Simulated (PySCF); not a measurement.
Vertical excitations of a molecule C₄H₇NSi from TDA-B3LYP/def2-SVPD (PySCF 2.14.0), as energy in eV (oscillator strength): 3.46 (0.000), 4.41 (0.109), 5.51 (0.003), 5.92 (0.000), 6.17 (0.026), 6.28 (0.000), 6.42 (0.004), 6.48 (0.000), 6.62 (0.020), 6.81 (0.001). Lowest triplet (TDA): 2.65 eV. Geometry optimised at B3LYP-D3(BJ)/def2-SVP. Other conformers were not sampled.

Problem. Which molecule gave these data?
(A) N#CC1([SiH3])CC1
(B) CC1=C[SiH2]N=C1
(C) CC1=CN=C[SiH2]1
(D) C/N=C/C#C[SiH3]

Solution. C, CC1=CN=C[SiH2]1
